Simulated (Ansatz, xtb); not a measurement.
**C6H9ClO: which of two isomers lies lower**

We compare a, `C=C[C@@H]1C[C@@H](Cl)CO1`, a singlet, with b, `C=C[C@@H]1COC[C@H]1Cl`, a singlet. Both are isolated molecules in the gas phase, relaxed with B3LYP-D3(BJ)/def2-SVP, each in the lowest conformer that the search found.

**Question.** Estimate which is lower in electronic energy at CCSD(T)/def2-SVP + ΔMP2/def2-TZVPP, and by roughly how much.

**Answer.** The CCSD(T)/def2-SVP + ΔMP2/def2-TZVPP calculation puts structure a lower, by 1.38 kcal/mol.

The same difference at several levels:

```
                             level               geometry  E(b) − E(a) (kcal/mol)  departure from the last row (kcal/mol)  job, with rough time for the two
                          GFN2-xTB               GFN2-xTB                     −0.48                                   −1.85              optimisation, 0.32 s
                         HF/STO-3G               GFN2-xTB                     +0.15                                   −1.23              single point, 0.78 s
                r2SCAN-D4/def2-SVP               GFN2-xTB                     +2.97                                   +1.59               single point, 4.8 s
             B3LYP-D3(BJ)/def2-SVP  B3LYP-D3(BJ)/def2-SVP                     +2.10                                   +0.73             optimisation, 2.7 min
                       HF/def2-SVP  B3LYP-D3(BJ)/def2-SVP                     +2.39                                   +1.02           part of the CCSD(T) run
                      MP2/def2-SVP  B3LYP-D3(BJ)/def2-SVP                     +1.30                                   −0.07           part of the CCSD(T) run
                  CCSD(T)/def2-SVP  B3LYP-D3(BJ)/def2-SVP                     +1.48                                   +0.11                      single point
CCSD(T)/def2-SVP + ΔMP2/def2-TZVPP  B3LYP-D3(BJ)/def2-SVP                     +1.38                                                        single point, 91 s
```

As drawn, both hold the same kinds of bond in the same numbers.

GFN2-xTB, HF/STO-3G find them nearly level. The largest departure from CCSD(T)/def2-SVP + ΔMP2/def2-TZVPP is that of GFN2-xTB, 1.85 kcal/mol. The last row adds to CCSD(T) the change of the MP2 difference between the two basis sets, here −0.11 kcal/mol.

With thermal terms from frequencies at re-optimised GFN2-xTB minima (ideal gas, soft modes damped towards free rotors, one conformer each, 298.15 K, 1 atm): on the last row, ΔE + ΔZPE = +1.60, ΔH = +1.54, ΔG = +1.73 kcal/mol.

The correlated steps freeze 12 core orbitals. Codes used: Ansatz 0.2.0, xtb 6.7.1; the last row on 2 threads of Intel(R) Xeon(R) 6975P-C (Granite Rapids) on a shared host.
